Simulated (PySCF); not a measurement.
Te(OH)(SMe) (CH4OSTe), SMILES S([Te]O)C. Coordinates come from a PBE-D3(BJ)/def2-SVP optimisation. The def2 effective core potentials stand for the cores of Te; spin–orbit coupling is left out. One conformer was computed; it need not be the lowest.

Level of theory: PBE-D3(BJ)/def2-SVP in PySCF.

Harmonic wavenumbers (cm⁻¹): 94, 108, 162, 189, 342, 403, 554, 673, 916, 919, 959, 1267, 1384, 1397, 2977, 3085, 3102, 3674. Rotational constants (GHz): 5.738, 1.670, 1.510; symmetry number 1.

Problem. Work out the zero-point energy and the ideal-gas rigid-rotor harmonic-oscillator thermochemistry at 298.15 K and 1 atm.

Solution. ZPE = ½ Σ hcν = ½ × 22204 cm⁻¹ = 132.81 kJ/mol. H − E(el) = 152.77 kJ/mol. Entropy in J/(mol K): translation 174.30, rotation 115.06, vibration 63.28, total 352.63. G − E(el) = 47.64 kJ/mol. Cp = 93.81 J/(mol K). Modes under 150 cm⁻¹ make the vibrational entropy uncertain.
